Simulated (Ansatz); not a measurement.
MoSF₄⁻. Total charge -1; doublet. Geometry r2SCAN-D4/def2-SVP, that of the neutral singlet; atoms count from 1.

```xyz
6

Mo   -0.0071    0.0005    0.0203
S     0.6837   -0.0415   -1.9465
F    -1.8434   -0.0777   -0.1050
F    -0.2405    1.7838    0.4192
F     1.5053    0.0982    1.0676
F    -0.0979   -1.7633    0.5443
```

In the def2 sets Mo takes a core potential; there is no spin–orbit coupling.

Question: Estimate the Mulliken populations from the PBE0/def2-TZVPD orbitals of Ansatz.

Answer: 
| atom | charge (e) | spin (α − β) | d electrons |
| --- | --- | --- | --- |
| Mo1 | 2.23 | 1.07 | 3.52 |
| S2 | -0.70 | -0.13 | – |
| F3 | -0.63 | 0.02 | – |
| F4 | -0.63 | 0.02 | – |
| F5 | -0.63 | 0.02 | – |
| F6 | -0.63 | 0.02 | – |
Mulliken values depend strongly on the basis. With diffuse functions, as here, like atoms can get unlike values, and bond orders can come out too low or too high.

Question: Where does the spin sit?

Answer: Summed by element: Mo 1.07, S -0.13, F 0.07, of 1 unpaired in all. Largest on single atoms: Mo1 1.07, S2 -0.13, F3 0.02.

Question: And the Mayer bond orders between heavy atoms (over 0.3)?

Answer: Mo1–S2 1.85 (2.09 Å); Mo1–F3 0.51 (1.84 Å); Mo1–F4 0.51 (1.84 Å); Mo1–F5 0.51 (1.84 Å); Mo1–F6 0.51 (1.84 Å).
